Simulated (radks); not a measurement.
Fractional charge and spin in the 3p shell of chromium: the spin-up occupation runs from 2 to 3 and the spin-down occupation from 2 to 3; the fullest corner is Cr3+, [Ne] 3s2 3d(up 1.5, down 1.5) 3p(up 3, down 3). Method: scalar-relativistic Kohn-Sham, BLYP, spin-polarised, spherical densities, finite nucleus; Fermi nuclear charge, rms radius of each element as measured or else 0.836 A^(1/3) + 0.57 fm; computed with a radial shooting solver on a logarithmic mesh with Libxc functionals. Energy (eV) above the fullest corner. The planes named below are the two flat planes that join the four corners, with an edge along up + down = one added electron.

down \ up        2     2.25      2.5     2.75       3
2          208.761  177.906  148.396  120.214  93.343
2.25       177.906  148.497  120.413   93.635  68.145
2.5        148.396  120.413   93.732   68.336  44.203
2.75       120.214   93.635   68.336   44.296  21.495
3           93.343   68.145   44.203   21.495   0.000

Corners above the fullest one (they belong to Cr4+ and the next ion): (up 3, down 2) 93.343 eV, (up 2, down 3) 93.343 eV, (up 2, down 2) 208.76 eV. With half an added electron in each spin the energy lies 0.389 eV from the planes, and with half an added electron in spin up alone -2.656 eV. The planes are only a guide here: the flat-plane condition holds for ground states with one frontier orbital, while this shell lies below other occupied shells, so the corners above the fullest one are inner-hole states and not the ground states of those ions.
